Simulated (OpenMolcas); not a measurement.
**Cu6+, Ag6+, Au6+: d5 down the group**

```
Program             : OpenMolcas
Method              : SS-CASPT2, IPEA 0.25 Eh, imaginary shift 0.1 Eh
Basis               : ANO-RCC-VTZP
Scalar Hamiltonian  : DKH2, point nucleus
Spin-orbit coupling : state interaction with AMFI integrals over the reference wave functions, term energies averaged over their components
```

Active space for each ion: 5 electrons in 5 orbitals (d); closed shells correlated by CASPT2: Cu6+ 3s 3p; Ag6+ 4s 4p; Au6+ 5s 5p.

Computed levels in cm-1 above 6S 5/2:

```csv
Level,Cu6+,Ag6+,Au6+
4G 7/2,47880,32240,27760
4G 11/2,47920,32510,29940
4G 9/2,47950,32710,31650
4P 1/2,53060,36500,33630
4D 7/2,57220,38430,38680
4D 1/2,57580,40480,45420
2I 11/2,69890,47030,45420
2I 13/2,70200,48450,50490
2F 7/2(1),77170,55860,65450
weight of 6S in the lowest level (%),100,98,74
```

Mixed levels, with the weight of the term that names them: Ag6+ 4P 1/2 (68 %), Ag6+ 4D 1/2 (69 %), Ag6+ 2F 7/2(1) (55 %), Au6+ 6S 5/2 (74 %), Au6+ 4G 7/2 (54 %), Au6+ 4G 11/2 (69 %), Au6+ 4G 9/2 (74 %), Au6+ 4P 1/2 (59 %), Au6+ 4D 7/2 (51 %), Au6+ 4D 1/2 (68 %), Au6+ 2I 11/2 (67 %), Au6+ 2F 7/2(1) (55 %).

Measured, with the error of the calculation in %. Measured levels: Cu6+, Ag6+ from the list in Gamrath, thesis, University of Mons (2023).

| Level | Cu6+ | Ag6+ |
| --- | --- | --- |
| 4G 7/2 |  | 30378 (+6.1) |
| 4G 11/2 |  | 30662 (+6.0) |
| 4G 9/2 |  | 30907 (+5.8) |
| 4P 1/2 | 51407 (+3.2) | 34605 (+5.5) |
| 4D 7/2 | 55742 (+2.6) | 36485 (+5.3) |
| 4D 1/2 | 56210 (+2.4) | 38685 (+4.6) |
| 2I 11/2 | 67757 (+3.1) | 44011 (+6.9) |
| 2I 13/2 | 67918 (+3.4) | 45546 (+6.4) |
| 2F 7/2(1) | 74408 (+3.7) |  |

Without spin-orbit coupling 4G lies 47900, 32410, 28690 cm-1 above 6S in that order; the difference to the level 4G 7/2, of either sign, comes from spin-orbit coupling, which also lowers the zero.

Term energies are means over components that CASPT2 splits; among the terms shown or strongly mixed into the levels shown the widest spread is 230 cm-1 (5d5 4F, Au6+). Measured partners are found by configuration, term and J. A level has none where our copy of the source lacks it or the pairing is in doubt (some pairs that miss far off the trend of their configuration count as doubtful), and it then counts in no deviation. Only configurations of the active space appear.

A number in round brackets counts repeated terms of one configuration in the order of the reference energies.
